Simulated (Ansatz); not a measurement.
CH₃F₂SSi, SMILES `C[Si](F)(F)[S]` radical, relaxed with UKS PBE0-D4/def2-TZVP in Ansatz 0.2.0 from a PBE-D4/def2-SVP geometry. The force threshold is 0.005 eV/Å; the program also tests the step.

Total charge 0; spin multiplicity 2.

Start:

```xyz
8

C    -0.822   -0.568    0.193
Si    0.651    0.526   -0.123
F     0.196    1.886   -0.902
F     1.281    1.059    1.285
S     2.093   -0.559   -1.248
H    -1.568    0.009    0.780
H    -1.294   -0.886   -0.757
H    -0.538   -1.467    0.773
```

| step | energy (eV) | largest force (eV/Å) | largest move (Å) |
| --- | --- | --- | --- |
| 1 | -25226.4832 | 1.298 | 0.000 |
| 2 | -25226.5464 | 0.784 | 0.029 |
| 3 | -25226.5702 | 0.100 | 0.027 |
| 4 | -25226.5706 | 0.027 | 0.004 |
| 5 | -25226.5706 | 0.007 | 0.002 |
| 6 | -25226.5706 | 0.004 | 0.001 |

End:

```xyz
8

C    -0.820   -0.557    0.195
Si    0.639    0.521   -0.119
F     0.207    1.844   -0.885
F     1.263    1.037    1.247
S     2.089   -0.533   -1.236
H    -1.558    0.005    0.774
H    -1.283   -0.873   -0.741
H    -0.537   -1.444    0.766
```

Hardware: 2 threads of an AMD EPYC 7R13 on a shared host and a share of an NVIDIA H100 80 GB. Wall time 29 s, peak host memory 0.91 GiB.
